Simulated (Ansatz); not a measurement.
Molecule: CH3Cl2Ga (charge 0, singlet). 
Coordinates optimised at B3LYP-D3(BJ)/def2-TZVP (Ansatz, an electronic-structure program):
```xyz
7

C     -2.1776    -0.5227    -0.1380
Ga    -0.2781    -0.0674    -0.0223
Cl     1.2834    -1.5487     0.0710
Cl     0.4391     1.9631     0.0444
H     -2.2985    -1.4938    -0.6141
H     -2.7080     0.2440    -0.6997
H     -2.5892    -0.5685     0.8710
```

Property: vertical triplet-singlet gap (E(triplet) - E(singlet); each state is the SCF solution reached for its spin), in kcal/mol. Valence correlation only, unless marked. UHF or UKS for open shells. Spin-orbit coupling is left out. The frozen core is the preceding noble-gas configuration, with the filled d and f shells of earlier blocks. Non-relativistic. CBS(X,Y): correlation extrapolated as X^-3; Hartree-Fock from the larger set. [CCSD(T)-MP2]/basis is that difference in the basis named.

```json
[
 {"level": "wB97M-V/def2-TZVPD", "program": "Ansatz", "vertical triplet-singlet gap (kcal/mol)": "143.5", "minus last row": "-4.0"},
 {"level": "wB97X-V/def2-TZVPD", "program": "Ansatz", "vertical triplet-singlet gap (kcal/mol)": "145.9", "minus last row": "-1.6"},
 {"level": "SCS-MP2/def2-SVPD", "program": "Ansatz", "vertical triplet-singlet gap (kcal/mol)": "153.6", "minus last row": "6.1"},
 {"level": "SCS-MP2/def2-TZVPPD", "program": "Ansatz", "vertical triplet-singlet gap (kcal/mol)": "153.5", "minus last row": "6.0"},
 {"level": "CCSD(T)/def2-SVPD", "program": "Ansatz", "vertical triplet-singlet gap (kcal/mol)": "146.3", "minus last row": "-1.2"},
 {"level": "RI-MP2/CBS(def2-TZVPPD,def2-QZVPPD)+[CCSD(T)-MP2]/def2-QZVPPD", "program": "Ansatz", "vertical triplet-singlet gap (kcal/mol)": "147.3", "minus last row": "-0.2"},
 {"level": "CCSD(T)/CBS(def2-TZVPPD,def2-QZVPPD)", "program": "Ansatz", "vertical triplet-singlet gap (kcal/mol)": "147.5", "minus last row": "0.0"}
]
```
